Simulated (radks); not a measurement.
Species: Ne+. Configuration: [He] 2s2 2p5 (the NIST ground configuration).

Calculated with a radial shooting solver on a logarithmic mesh with Libxc functionals: scalar-relativistic Kohn-Sham, PBE, spin-polarised, spherical densities, finite nucleus; open shells are filled with parallel spins first; Fermi nuclear charge, rms radius 3.0055 fm.

Energy parts (eV):
part                     energy
total                 -3488.665
kinetic                3488.692
electron-nucleus      -8256.603
Hartree                1601.495
exchange-correlation   -322.249

Orbitals (lengths in bohr, moments of r in powers of bohr; <r^-3> diverges for s and p1/2; r(90%) holds 90 % of the orbital's charge):
orbital  occ.  eigenvalue (eV)     <r^4>  <r^-3>  r(90%)     <r>
1s up       1        -853.7367  0.002961       -   0.283  0.1580
1s down     1        -852.8563  0.002947       -   0.282  0.1578
2s up       1         -56.5658     1.547       -    1.37  0.8605
2s down     1         -54.5621     1.620       -    1.39  0.8681
2p up       3         -33.2051     2.379   13.01    1.50  0.8757
2p down     2         -31.1797     2.634   12.66    1.54  0.8930

The highest occupied level is 2p down at -31.180 eV. Spin moment in Bohr magnetons: 1.
